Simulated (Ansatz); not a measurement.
Consider the redistribution: `C[Si](C)([SiH3])Cl` + `C[SiH2]SP` → `C[SiH2]S[SiH3]` + `C[Si](C)(P)Cl`.

Computed with Ansatz on PBE0-D4/def2-TZVP structures; ΔE is electronic, products minus reactants. CBS: MP2 limit from def2 TZ/QZ plus the TZ coupled-cluster correction, frozen cores. One conformer a species, not always the lowest.

`C[Si](C)([SiH3])Cl`:

Cartesian coordinates in Å:
```
C 0.548 -1.271 1.257
Si 0.427 -0.086 -0.179
C -0.554 -0.820 -1.585
Si -0.413 2.001 0.477
Cl 2.357 0.265 -0.871
H 1.162 -0.856 2.058
H 0.995 -2.214 0.934
H -0.447 -1.481 1.660
H -0.107 -1.764 -1.909
H -0.582 -0.143 -2.441
H -1.582 -1.017 -1.269
H -1.812 1.869 0.974
H -0.411 2.943 -0.675
H 0.420 2.573 1.569
```

`C[SiH2]SP`:

```xyz
11

C     0.394    0.203    1.996
Si   -0.254   -0.063    0.269
S     1.320    0.326   -1.129
P     0.297   -0.045   -2.945
H     0.737    1.231    2.129
H     1.227   -0.470    2.208
H    -0.396    0.009    2.726
H    -0.724   -1.462    0.075
H    -1.390    0.850   -0.031
H    -0.323   -1.280   -2.606
H    -0.887    0.701   -2.693
```

`C[SiH2]S[SiH3]`:

Cartesian coordinates in Å:
```
C -0.926 -1.680 -1.457
Si 0.175 -0.448 -0.597
S -0.961 0.438 0.992
Si 0.536 1.760 1.743
H -1.810 -1.187 -1.867
H -1.253 -2.456 -0.762
H -0.386 -2.158 -2.277
H 0.628 0.617 -1.532
H 1.385 -1.105 -0.033
H 0.962 2.729 0.701
H -0.078 2.483 2.883
H 1.729 1.006 2.207
```

`C[Si](C)(P)Cl`:

Z-matrix (Å, degrees):
```
C
Si 1 1.862
H 1 1.094 2 110.4
H 1 1.093 2 110.4 3 -119.7
H 1 1.092 2 110.9 3 120.1
C 2 1.862 1 111.8 3 63.0
P 2 2.254 1 109.2 3 -64.6
Cl 2 2.074 1 108.2 3 -178.9
H 6 1.092 2 110.9 1 177.9
H 6 1.093 2 110.4 1 57.8
H 6 1.093 2 110.3 1 -62.1
H 7 1.424 2 92.7 1 76.2
H 7 1.421 2 93.3 1 169.7
```

```
             species  MP2/CBS(def2) energy (Eh)
`C[Si](C)([SiH3])Cl`                -1119.42596
         `C[SiH2]SP`                -1070.00009
    `C[SiH2]S[SiH3]`                -1018.76284
     `C[Si](C)(P)Cl`                -1170.69678
```

Work out ΔE.

ΔE = (-1018.76284) + (-1170.69678) − (-1119.42596) − (-1070.00009) = -0.03357 Eh = -88.1 kJ/mol. CCSD(T)/CBS gives -80.8 kJ/mol.

Largest T1 diagnostic among the species: 0.012.

From PBE to PBE0 (25 % exact exchange), in def2-TZVPP and without D4, ΔE moves by −5.3 kJ/mol.
